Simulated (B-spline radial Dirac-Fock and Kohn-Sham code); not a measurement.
## Kohn-Sham estimates against Dirac-Fock for the levels of Mo⁷⁺

System: molybdenum as Mo⁷⁺, configuration [Ar] 3d10 4s2 4p5.

The density-functional columns are spherical, spin-unpolarised Dirac-Kohn-Sham results without Breit or QED terms: −ε is minus the orbital energy of the initial state and ΔSCF the difference of two total energies. The reference in the last column comes from Dirac-Fock ΔSCF + Breit + QED. All numbers are from a B-spline atomic structure program, in eV; a selection of levels is shown. For the 1s level of heavy atoms much of the gap between ΔSCF and the reference is the Breit and QED part, -54.4 eV here; for other levels the error of the functional can be larger.

```csv
level,PBE −ε,PBE ΔSCF,LDA −ε,LDA ΔSCF,Dirac-Fock
K,19923.2,20202.1,19895.8,20173.8,20125.8
L1,2908.7,2960.8,2905.6,2957.9,2998.9
L2,2684.8,2748.2,2683.8,2747.3,2753.1
M1,584.9,606.3,583.8,605.2,631.4
M2,499.7,521.3,499.4,521.0,537.2
M4,331.7,353.9,332.0,354.2,353.5
M5,328.3,350.4,328.7,350.8,350.3
N1,164.3,174.7,164.4,174.8,177.4
"N2,3",136.2,146.0,136.4,146.2,144.6
```

Q: Order the estimates of the K (1s) level by their distance from the Dirac-Fock value, nearest first.
A. LDA ΔSCF
B. PBE ΔSCF
C. PBE −ε
D. LDA −ε

A: A (48.0 eV), B (76.3 eV), C (202.6 eV), D (230.0 eV).

Values without a named source are computed, but for edge energies of neutral atoms, which are taken from tables.
